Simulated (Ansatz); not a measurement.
Basis sets compared for SiMe3(NHtBu) (C7H19NSi). Total charge 0; singlet. Geometry r2SCAN-D4/def2-SVP. Ansatz on 2 threads of AMD EPYC 7R13 on a shared host and a share (18 GiB) of an NVIDIA H100 80GB HBM3; times are rough, and most runs start from earlier orbitals.

Cartesian coordinates in Å:
```
Si -1.394 -0.178 -0.072
C -2.716 -0.115 1.265
H -2.491 -0.805 2.096
H -3.699 -0.401 0.858
H -2.811 0.900 1.685
C -1.880 0.976 -1.478
H -1.868 2.026 -1.144
H -2.902 0.743 -1.823
H -1.214 0.893 -2.352
C -1.310 -1.933 -0.767
H -0.547 -2.035 -1.557
H -2.278 -2.224 -1.211
H -1.069 -2.664 0.023
N 0.065 0.346 0.742
C 1.467 0.319 0.312
C 1.551 0.632 -1.184
C 2.231 1.394 1.096
C 2.101 -1.058 0.582
H -0.004 0.291 1.757
H 2.601 0.649 -1.516
H 1.028 -0.131 -1.784
H 1.100 1.613 -1.403
H 1.791 2.386 0.911
H 3.297 1.419 0.814
H 2.177 1.194 2.180
H 1.575 -1.844 0.018
H 2.032 -1.308 1.654
H 3.166 -1.081 0.296
```

Binding counts from free atoms (Si triplet, C triplet, H doublet, N quartet) in the same basis, without a counterpoise term.

| level | functions | energy (Eh) | HOMO (eV) | LUMO (eV) | binding per atom (eV) | wall time |
| --- | --- | --- | --- | --- | --- | --- |
| PBE-D4/def2-SVP | 225 | -621.5578 | -4.82 | 0.46 | 4.12 | 3.3 s |
| PBE0-D4/def2-SVP | 225 | -621.6579 | -6.22 | 1.30 | 4.08 | 3.9 s |

Task: Estimate the rows for PBE-D4/def2-TZVP (with forces), PBE0-D4/def2-TZVP (with forces).

Result: 
```csv
level,functions,energy (Eh),HOMO (eV),LUMO (eV),binding per atom (eV),wall time
PBE-D4/def2-TZVP (with forces),399,-622.0299,-5.03,-0.07,4.09,3.8 s
PBE0-D4/def2-TZVP (with forces),399,-622.1187,-6.36,0.71,4.05,3.1 s
```
